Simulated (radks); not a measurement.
The numbers below are computed, except where a source is named.
Question: The dysprosium ion Dy9+ is in [Kr] 4d10 4f7 5s2 5p2. Level of theory: non-relativistic Kohn-Sham, PBE, spin-polarised, spherical densities, point nucleus (a radial shooting solver on a logarithmic mesh with Libxc functionals). Open shells are filled with parallel spins first. One electron is removed from 4d, 4f, 5s, 5p in turn, with full relaxation. Which removal costs least, and what does each cost?

Answer: 5p 159.74 eV; 4f 175.43 eV; 5s 176.00 eV; 4d 320.39 eV. The 5p electron leaves first.
